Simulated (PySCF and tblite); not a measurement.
3 regioisomers of C₅H₃F₃N₂:

```csv
isomer,SMILES
A,[F:1][C:2]([F:3])([F:4])[c:5]1[n:6][cH:7][cH:8][cH:9][n:10]1
B,[F:1][C:2]([F:3])([F:4])[c:5]1[cH:6][n:7][cH:8][n:9][cH:10]1
C,[F:1][C:2]([F:3])([F:4])[c:5]1[cH:6][cH:7][n:8][cH:9][n:10]1
```

Computed spectrum of one of them (conformer average at 298.15 K; GFN1-xTB geometries, energies B97-D/pcSseg-1 (IEF-PCM, dichloromethane) (D3(BJ) added where defined), GIAO shieldings B97-D/pcSseg-1 (IEF-PCM, dichloromethane); references on GFN2-xTB geometries), in ppm: ¹H (against TMS): 9.85 (1H), 9.34 (2H). ¹³C (against TMS): 163.1 (1C), 155.7 (2C), 134.8 (1C), 127.8 (1C). Of the H, only those on carbon are given.

Problem. Which isomer is it?

Solution. B. Signals are matched in order of shift, without assignment. After a straight-line scaling (slope 0.85 to 1.15) of computed carbon shifts, the largest errors are A 5.6 ppm (at 134.8), B 3.5 ppm (at 134.8), C 5.5 ppm (at 155.7). Assigned: ¹H (against TMS): 9.85 (H8, 1H), 9.34 (H6/H10, 2H). ¹³C (against TMS): 163.1 (C8), 155.7 (C6/C10), 134.8 (C2), 127.8 (C5). For comparison, at another level (GFN2-xTB geometries, energies PBE0/pcSseg-1 (D3(BJ) added where defined), GIAO shieldings PBE0/pcSseg-1) the isomers give: A: ¹H (against TMS): 9.23 (H7/H9, 2H), 7.45 (H8, 1H). ¹³C (against TMS): 164.3 (C5), 164.2 (C7/C9), 129.1 (C2), 128.0 (C8). ¹⁹F (against CFCl3): -83.5 (F1/F3/F4). ¹⁵N (against NH3): 333.8 (N6/N10). B: ¹H (against TMS): 9.81 (H8, 1H), 9.32 (H6/H10, 2H). ¹³C (against TMS): 167.6 (C8), 161.1 (C6/C10), 132.7 (C2), 131.5 (C5). ¹⁹F (against CFCl3): -77.4 (F1/F3/F4). ¹⁵N (against NH3): 334.6 (N7/N9). C: ¹H (against TMS): 9.79 (H9, 1H), 9.33 (H7, 1H), 7.83 (H6, 1H). ¹³C (against TMS): 165.7 (C9), 165.5 (C7), 163.6 (C5), 130.0 (C2), 123.7 (C6). ¹⁹F (against CFCl3): -84.7 (F1/F3/F4). ¹⁵N (against NH3): 345.0 (N8), 329.9 (N10).

Unscaled ¹⁹F and ¹⁵N shifts at such levels can be off by tens of ppm; differences between conformers or isomers are more reliable. Shifts are unscaled: against experiment ¹³C can be off by 15 ppm or more and ¹H by 0.8 ppm.


¹⁵N shifts are against a computed isolated NH3 molecule, about 20 ppm from the liquid.